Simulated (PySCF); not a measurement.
ZnBr, SMILES [Zn+][Br], charge +1.

Coordinates come from a PBE0-D3(BJ)/def2-TZVP optimisation. The spin state was assumed, not searched.

Two levels are set side by side: TDDFT-PBE/def2-TZVPD (PySCF) and TDDFT-PBE0/def2-TZVPD (PySCF). Vertical, same geometry. The lowest singlet is HOMO→LUMO 100 % with PBE and HOMO−1→LUMO 100 % with the other functional; states are paired by order. Differences are taken from unrounded values.

```
quantity                               TDDFT-PBE0  TDDFT-PBE  TDDFT-PBE minus TDDFT-PBE0
-------------------------------------  ----------  ---------  --------------------------
lowest singlet excitation (eV)               2.08       1.63                       -0.45
lowest triplet excitation (TDA) (eV)         1.71       1.26                       -0.45
first bright state (f over 0.05) (eV)        5.07       4.88                       -0.19
its oscillator strength                      0.16       0.12                       -0.04
```

A lower first singlet is the usual sign of a functional without exact exchange. Differences between two approximate levels are no errors against the true value.

Rough cost on one machine, each run with all the roots and properties that it gave: TDDFT-PBE0 against TDDFT-PBE about 4 times.
